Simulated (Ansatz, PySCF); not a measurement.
This Ansatz (an electronic-structure program) input computes a CCSD(T)/cc-pVDZ energy:

Ansatz 0.2 input:
```yaml
crystal:
  periodic: [false, false, false]
  atoms:
    - {symbol: C, position_ang: [-0.39558635, 1.04640118, -0.09293006]}
    - {symbol: C, position_ang: [-1.18815432, -0.22778082, 0.08963297]}
    - {symbol: C, position_ang: [0.35181269, -0.04602439, -0.01412671]}
    - {symbol: O, position_ang: [1.41250103, -0.69974199, -0.00038146]}
    - {symbol: H, position_ang: [-0.51136367, 2.11496173, -0.20352438]}
    - {symbol: H, position_ang: [-1.74776241, -0.67517187, -0.74820044]}
    - {symbol: H, position_ang: [-1.64931435, -0.47742971, 1.05931933]}
basis:
  gaussian:
    orbitals: cc-pVDZ
total_charge: -1
magnetization: {spin_polarized: false}
correlation: {method: ccsd_t, electrons: outside_noble_gas}
```

Write an input for the same energy in PySCF and say what it gives.


```python
from pyscf import gto, scf, mp, cc as ccmod

mol = gto.M(
    atom='''
    C    -0.39558635    1.04640118   -0.09293006
    C    -1.18815432   -0.22778082    0.08963297
    C     0.35181269   -0.04602439   -0.01412671
    O     1.41250103   -0.69974199   -0.00038146
    H    -0.51136367    2.11496173   -0.20352438
    H    -1.74776241   -0.67517187   -0.74820044
    H    -1.64931435   -0.47742971    1.05931933
    ''',
    basis='cc-pvdz',
    charge=-1,
    spin=0,
    verbose=4,
)

mf = scf.RHF(mol)
mf.conv_tol = 1e-10
mf.max_cycle = 100
mf.kernel()
mp2 = mp.MP2(mf, frozen=4).run()
cc = ccmod.CCSD(mf, frozen=4)
cc.max_cycle = 100
cc.kernel()
et = cc.ccsd_t()
print(f'E(CCSD(T)) = {cc.e_tot + et:.9f}')
```
It gives -190.74939 Eh, and Ansatz -190.74939 Eh, a difference of 0.00 mEh.

It need not be the lowest isomer of its formula. Whether it binds its extra electron was not tested at this geometry.
